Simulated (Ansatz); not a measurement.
A run on CH5AlOSi with other settings.

```yaml
crystal:
  periodic: [false, false, false]
  atoms:
    - {symbol: C, position_ang: [-0.454741, 0.832918, -0.386731]}
    - {symbol: Al, position_ang: [1.391007, 0.192141, -0.522221]}
    - {symbol: O, position_ang: [0.980774, -1.187931, 0.526254]}
    - {symbol: Si, position_ang: [-0.545316, -0.772328, 0.602238]}
    - {symbol: H, position_ang: [-0.632628, 1.766030, 0.140909]}
    - {symbol: H, position_ang: [-1.033202, 0.774590, -1.295194]}
    - {symbol: H, position_ang: [2.783177, 0.684054, -1.040885]}
    - {symbol: H, position_ang: [-1.474972, -1.874111, 0.012147]}
    - {symbol: H, position_ang: [-1.030660, -0.499609, 1.985907]}
basis:
  gaussian: {orbitals: def2-TZVPD}
hamiltonian: {xc: {name: HF}}
correlation: {method: ccsd_t}
```

```sh
$ ansatz run in.yaml --threads 2 --pin off --events-out ev --progress --plain --max-ram 4352MiB
```

Shortened log:

```
Functional definition: HF
1384 factors; integrals over basis functions are off by at most 9.8e-4 eV
mean field evaluation 1: about -17590.5526 eV, gradient 4.8e1 eV
mean field evaluation 2: about -17590.6677 eV, gradient 4.9e1 eV
mean field evaluation 4: about -17595.7140 eV, gradient 4.4e0 eV
mean field evaluation 8: about -17595.7946 eV, gradient 4.8e-1 eV
mean field -17595.79524692 eV, -646.6335484658 hartree, gradient 2.2e-6 eV, S^2 0.000000; 0 other end points of the search recorded, 0 dependent functions left out
12 core orbitals not correlated: weight in the atoms' cores, before any rotation towards them, 1.000 or more for the frozen orbitals, at most 0.000 for the correlated occupied ones
reference -17595.79524692 eV, -646.6335484658 hartree; 11, 11 occupied and 185, 185 virtual orbitals, 1384 factors
second order -16.10907799 eV of doubles, -0.00000000 eV of singles
cycle   1  -16.52341126 eV  change   -4.1e-1 eV  update   9.9e-2
cycle   2  -16.97411229 eV  change   -4.5e-1 eV  update   3.0e-2
cycle   3  -17.08619571 eV  change   -1.1e-1 eV  update   1.6e-2
cycle   4  -17.07664328 eV  change    9.6e-3 eV  update   3.9e-3
cycle   5  -17.07523634 eV  change    1.4e-3 eV  update   1.9e-3
cycle   6  -17.07571329 eV  change   -4.8e-4 eV  update   5.7e-4
cycle   7  -17.07547683 eV  change    2.4e-4 eV  update   2.5e-4
cycle   8  -17.07545098 eV  change    2.6e-5 eV  update   8.3e-5
cycle   9  -17.07549120 eV  change   -4.0e-5 eV  update   3.1e-5
cycle  10  -17.07549136 eV  change   -1.6e-7 eV  update   1.1e-5
perturbative correction -0.67230553 eV, -0.0247067724 hartree
Total energy: -17613.54304381 eV, -647.2857679716 hartree
```

Run time 51 s (2 threads of an Arm Neoverse V2 on a shared host); peak host memory 2.7 GiB.
